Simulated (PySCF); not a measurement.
Bond curve of SrHg

Set-up: Sr def2-SVPD with ECP28, Hg def2-SVPD with ECP60; scalar-relativistic core potentials (PySCF 2.14). Energies in eV from Sr + Hg in their ground configurations at the same level. State: ¹Σ⁺ (singlet), closed shell.

All columns are PBE0. A positive dipole means Sr(−)Hg(+).

```
R (Å)  E (eV)  μ (D)  Mulliken charge on Sr (basis-dependent)  HOMO (eV)  LUMO (eV)  Mayer bond order  ⟨S²⟩
3.456  -0.010   0.58                                     0.06      -3.85      -1.29              0.39  0.00
3.617  -0.048   0.39                                     0.06      -3.89      -1.22              0.33  0.00
3.778  -0.067   0.23                                     0.06      -3.93      -1.16              0.28  0.00
3.898  -0.073   0.13                                     0.05      -3.95      -1.13              0.25  0.00
4.019  -0.074   0.04                                     0.05      -3.97      -1.09              0.22  0.00
4.140  -0.072  -0.03                                     0.04      -3.99      -1.07              0.19  0.00
4.300  -0.068  -0.10                                     0.03      -4.01      -1.05              0.16  0.00
4.501  -0.059  -0.16                                     0.02      -4.03      -1.06              0.13  0.00
4.742  -0.049  -0.19                                     0.01      -4.04      -1.06              0.10  0.00
5.064  -0.036  -0.20                                     0.01      -4.05      -1.05              0.07  0.00
```

A fit through these points gives, at Re = 4.004 Å, μ = 0.05 D and dμ/dR = -0.655 D/Å; the reduced mass is 61.25 u.

Question: How strong is the fundamental in the double-harmonic approximation, I = 42.26·(dμ/dR)²/μred km/mol?

Answer: I = 42.26·(-0.655)²/61.25 = 0.296 km/mol at PBE0.

Closed-shell solutions of metal pairs were not tested for spin polarisation, which can lower them a little. The bond is weak. Basis-set superposition, not corrected here, can be much of De in a small basis, most of all at correlated wavefunction levels. Functionals without a dispersion term scatter widely for such bonds, and LDA overbinds them. Spin–orbit coupling is left out.
